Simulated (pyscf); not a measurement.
H₃C–CH⁻–CH₂–OH, singlet

Gas-phase minimum from PySCF at ωB97X-D3(BJ)/def2-SVPD, one conformer. H₃C–CH⁻–CH₂–OH lies 29.3 kcal/mol over its isomer H₃C–CH(CH₃)–O⁻ (electronic energy, ωB97M-D3(BJ)/def2-TZVPD). 

```
C
H 1 1.1063
C 1 1.4913 2 110.97
H 3 1.1085 1 111.07 2 -19.99
H 3 1.1183 4 107.15 1 -126.92
O 3 1.4711 4 107.39 5 -110.75
H 6 0.9721 3 98.15 4 -106.30
C 1 1.5259 2 110.65 3 127.59
H 8 1.1060 1 111.61 2 54.44
H 8 1.1061 9 105.88 1 -121.75
H 8 1.1248 9 106.28 10 -111.80
```
Charge -1, spin multiplicity 1.

Properties at ωB97X-D3(BJ)/def2-SVPD:

- Harmonic wavenumbers, unscaled: 112, 168, 350, 441, 561, 645, 873, 919, 929, 1044, 1125, 1141, 1204, 1266, 1338, 1365, 1384, 1452, 1471, 1483, 2795, 2866, 2982, 3008, 3026, 3057, 3699 cm⁻¹
- Zero-point energy: 58.2 kcal/mol
- Rotational symmetry number: 1
- Entropy of this conformer at 298 K and 1 atm, rigid rotor and harmonic oscillator, modes under 100 cm⁻¹ raised to 100: 300.9 J/(mol K)
- Dipole moment: depends on origin

Single-point totals, which compare only within one level:

| level | total energy (hartree) |
|---|---|
| ωB97X-D3(BJ)/def2-TZVPD | -193.85503 |
| PBE/def2-TZVPD | -193.53335 |
| r²SCAN/def2-TZVPD | -193.65996 |
| B3LYP-D3(BJ)/def2-TZVPD | -193.79720 |
| PBE0-D3(BJ)/def2-TZVPD | -193.55067 |
| M06-2X/def2-TZVPD | -193.68146 |
| ωB97M-D3(BJ)/def2-TZVPD | -193.82238 |

Soft torsions are taken as harmonic, which can shift the entropy by several J/(mol K).
